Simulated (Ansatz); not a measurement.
The molecule AuS, multiplicity 4 (an upper state: multiplicity 2 came lower at CCSD(T)/def2-TZVPP on PBE0 minima). No spin–orbit coupling.

Constants: fifth-degree fit in 1/R to seven points, most abundant isotopes. Runs in def2 and cc sets follow the lowest solution found near the PBE0 minimum.

Correlated levels freeze the inner cores; with def2 sets outer-core shells near the valence are correlated too.

Run with Ansatz (a program for electronic structure) with Gaussian orbitals.  In def2 rows elements past Kr take small-core potentials, without spin–orbit coupling.

| level | r_e (Å) | ω_e (cm⁻¹) | ω_e x_e (cm⁻¹) | dipole (D) |
|---|---|---|---|---|
| PBE/def2-TZVPP | 2.253 | 326 | 2.1 | 1.42 |
| PBE0/def2-TZVPP | 2.235 | 330 | 2.6 | 1.67 |
| wB97X-V/def2-TZVPP | 2.234 | ? | 3.2 | 1.77 |
| CCSD/def2-TZVPP | 2.250 | 310 | 3.5 | - |
| CCSD(T)/def2-TZVPP | ? | ? | 2.9 | - |

**Question.** What belongs in the gaps?

**Answer.** 
- CCSD(T)/def2-TZVPP, r_e (Å): 2.232
- CCSD(T)/def2-TZVPP, ω_e (cm⁻¹): 340
- wB97X-V/def2-TZVPP, ω_e (cm⁻¹): 325
